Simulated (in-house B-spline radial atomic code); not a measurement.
# Binding energies in the germanium ion Ge⁸⁺

NIST's tabulated ground configuration is [Ar] 3d6; each binding energy is the energy of the ion with one electron taken from that subshell, relaxed, less that of the parent. Level of theory: Dirac-Hartree-Fock, average of configuration, Fermi nucleus of rms radius 4.0742 fm; calculated with a radial B-spline atomic code at the basis-set limit. Energies include first-order Breit, QED and recoil terms.

```json
{"subshell": "1s", "X-ray name": "K", "binding energy (eV)": "11308.1", "-ε (eV)": "11370.8", "relaxation (eV)": "40.2"}
{"subshell": "2s", "X-ray name": "L1", "binding energy (eV)": "1624.1", "-ε (eV)": "1641.8", "relaxation (eV)": "15.8"}
{"subshell": "2p1/2", "X-ray name": "L2", "binding energy (eV)": "1455.4", "-ε (eV)": "1475.1", "relaxation (eV)": "17.8"}
{"subshell": "2p3/2", "X-ray name": "L3", "binding energy (eV)": "1424.1", "-ε (eV)": "1442.9", "relaxation (eV)": "17.5"}
{"subshell": "3s", "X-ray name": "M1", "binding energy (eV)": "367.3", "-ε (eV)": "370.2", "relaxation (eV)": "2.6"}
{"subshell": "3p1/2", "X-ray name": "M2", "binding energy (eV)": "308.6", "-ε (eV)": "311.5", "relaxation (eV)": "2.6"}
{"subshell": "3p3/2", "X-ray name": "M3", "binding energy (eV)": "303.7", "-ε (eV)": "306.4", "relaxation (eV)": "2.5"}
{"subshell": "3d", "X-ray name": "M4,5", "binding energy (eV)": "211.4", "-ε (eV)": "214.2", "relaxation (eV)": "2.7"}
```

Relaxation = -ε minus the binding energy without Breit, QED and recoil terms.

Emission lines follow as differences of binding energies, with λ = 12398.42 eV·Å / E:

```csv
line,holes,energy (eV),wavelength (Å)
K-L3,1s → 2p3/2,9884.0,1.2544
K-L2,1s → 2p1/2,9852.7,1.2584
K-M3,1s → 3p3/2,11004.4,1.1267
L1-M3,2s → 3p3/2,1320.4,9.3899
L3-M1,2p3/2 → 3s,1056.8,11.732
```

Q: What screening constant σ does Moseley's law, E = (3/4)·13.6057 eV·(Z - σ)², need for K-L3?

A: σ = 0.88.

Q: What does it cost to remove two 3p1/2 electrons?

A: 653.4 eV, which is 36.21 eV more than the two single binding energies together.

Q: What does it cost to remove two 3s electrons?

A: 771.17 eV, which is 36.48 eV more than the two single binding energies together.

Q: What does it cost to remove both a 3s and a 3p1/2 electron?

A: 707.66 eV, which is 31.71 eV more than the two single binding energies together.
